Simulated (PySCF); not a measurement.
**Electronic structure of Cd²⁺ (cadmium, charge +2) at the BP86 level**

Configuration: [Kr] 4d10, closed-shell 1S. All numbers are calculated (PySCF 2.14, scalar relativity through the core potential, in def2-TZVP with the def2 core potential (28 electrons) (6s4p3d1f, 40 functions)).

| Quantity | Value |
| --- | --- |
| Total energy | -166.9098 hartree |
| One-electron energy | -283.5047 hartree |
| Hartree (Coulomb) energy | 131.6710 hartree |
| Exchange-correlation energy | -15.0761 hartree |
| ⟨S²⟩ | 0.0000 |
| ⟨L²⟩ | 0.000 |
| Sum of ⟨r⟩ | 20.30 bohr |
| Sum of ⟨r²⟩ | 27.01 bohr² |
| Time after the integrals | 0.52 s of wall time on 1 thread of Neoverse-N1 (shared host) |

```json
{"shell": "4s", "electrons": "2", "mean orbital energy (eV)": "-126.80", "rms radius, mean of both spins (bohr)": "0.939"}
{"shell": "4p", "electrons": "6", "mean orbital energy (eV)": "-87.318", "rms radius, mean of both spins (bohr)": "1.03"}
{"shell": "4d", "electrons": "10", "mean orbital energy (eV)": "-30.425", "rms radius, mean of both spins (bohr)": "1.37"}
```

Energies and moments cover only the electrons outside the core potential.
